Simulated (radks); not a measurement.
Species: Tm27+. Configuration: [Kr] 4d6 (the NIST ground configuration). All-electron calculation, scalar-relativistic Kohn-Sham, PBE, spin-unpolarised, spherical densities, point nucleus. Program: a radial shooting solver on a logarithmic mesh with Libxc functionals.

Radial electron density D(r) = 4 pi r^2 rho(r):

r (bohr),D(r) (e/bohr)
0.001936,15.61
0.002183,18.56
0.002461,21.96
0.002797,26.14
0.003154,30.61
0.003556,35.61
0.004009,41.13
0.004557,47.55
0.005138,53.98
0.005793,60.66
0.006531,67.40
0.007423,74.39
0.00837,80.43
0.009437,85.65
0.01064,89.71
0.012,92.32
0.01363,93.33
0.01537,92.61
0.01733,90.55
0.01954,87.68
0.02221,84.65
0.02504,82.91
0.02824,83.26
0.03184,86.45
0.03618,93.18
0.0408,101.9
0.046,111.5
0.05186,119.8
0.05895,124.6
0.06646,123.7
0.07494,117.7
0.08449,108.5
0.09603,99.06
0.1083,94.34
0.1221,95.65
0.1376,101.8
0.1552,108.6
0.1764,110.2
0.1989,102.3
0.2242,85.95
0.2528,66.09
0.2873,48.78
0.324,40.89
0.3653,40.50
0.4118,42.76
0.4681,41.96
0.5278,35.69
0.595,25.66
0.6709,15.39
0.7625,7.209
0.8597,2.863
0.9694,0.9082
1.093,0.2248
1.242,0.03738
1.401,0.005066
1.579,0.0004880

D(r) has 4 maxima, at r = 0.0137, 0.0614, 0.169, 0.432 bohr, and minima at 0.0263, 0.112, 0.345 bohr, inside which lie 1.92, 11.08, 29.18 electrons.
